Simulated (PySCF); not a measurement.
A geometry optimisation on `[H][Cr]([H])([H])[H]` [triplet].

Method: PBE0-D3(BJ)/def2-SVP geometry optimisation, gas phase (PySCF 2.14.0). Start geometry: GFN2-xTB. A driver script takes a list of jobs; this job's settings line and coordinates (Å) are shown.

Input:
```
{"job": {"xc": "PBE0", "basis": "def2-SVP", "d3": "d3bj", "grid": 1, "maxiter": 40, "kind": "geom"}, "charge": 0, "multiplicity": 3}
Cr    -0.002300     0.001930     0.000380
H      0.009710    -0.019490     1.552760
H      1.458230     0.009740    -0.528040
H     -0.736930     1.274070    -0.500210
H     -0.728720    -1.266260    -0.524880
```

Output:
```
step   0  E = -1046.34969175  max force = 0.007900
step   1  E = -1046.35064639  max force = 0.001300
step   2  E = -1046.35067632  max force = 0.000131
step   3  E = -1046.35067701  max force = 0.000048
optimisation converged
```

Energies in Eh; «max force» is the largest Cartesian gradient component in Eh/bohr.

How much energy does the optimisation release, in kJ/mol?

E(step 0) − E(last step) = 0.000985 Eh, which is 2.6 kJ/mol.

Give the first gradient maximum in eV/Å.

With 1 Eh/bohr = 51.422 eV/Å, 0.406 eV/Å.

Main results: final energy -1046.35068 Eh after 3 steps; dipole 0.01 D.

Where do the atoms end?

0.031 Å rms from the input after alignment:
```
atom  x, y, z in Å
Cr1   -0.0009    0.0006    0.0003
H2     0.0064   -0.0191    1.5873
H3     1.4930    0.0101   -0.5344
H4    -0.7535    1.3007   -0.5121
H5    -0.7450   -1.2923   -0.5411
```

How long does this job take on one thread, x86-64 server, shared host?

About 3.5 s.
Labels such as C1 count atoms from 1, the log's own numbers from 0.

For an open-shell metal species like this, the optimisation's SCF solution wasn't tested for stability and no frequencies at its level were run, so a lower state or another shape may exist.
